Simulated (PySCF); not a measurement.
**Ca⁺ (calcium, charge +1) across methods**

[Ar] 4p1, 2P determinant (an excited configuration). Computed with PySCF 2.14 in aug-cc-pVQZ-X2C, with scalar relativity by spin-free X2C-1e. The B2PLYP total includes its PT2 part (frozen core); its orbital energies are those of the SCF part.

```csv
method,E (hartree),mean ε 3p α (eV),mean ε 3p β (eV),mean ε 4p α (eV),Σ⟨r²⟩ (bohr²),⟨S²⟩
PBE,-679.911,-36.313,-36.244,-7.033,36.52,0.750
PBE0,-679.955,-38.642,-38.561,-7.476,36.83,0.750
wB97X,-680.132,-41.244,-41.217,-8.627,37.54,0.750
LDA,-678.250,-36.376,-36.307,-6.962,36.42,0.750
B2PLYP,-679.925,-40.789,-40.703,-7.767,37.33,0.750
wB97X-V,-680.039,-41.255,-41.196,-8.661,37.29,0.750
r2SCAN,-680.095,-36.996,-36.957,-6.996,36.77,0.750
M06-2X,-680.142,-40.647,-40.628,-7.853,36.46,0.750
```

(1) Estimate the same row for UHF.

Results:

(1) E (hartree) = -679.34024; mean ε 3p α (eV) = -44.433; mean ε 3p β (eV) = -44.312; mean ε 4p α (eV) = -8.432; Σ⟨r²⟩ (bohr²) = 38.70; ⟨S²⟩ = 0.750.
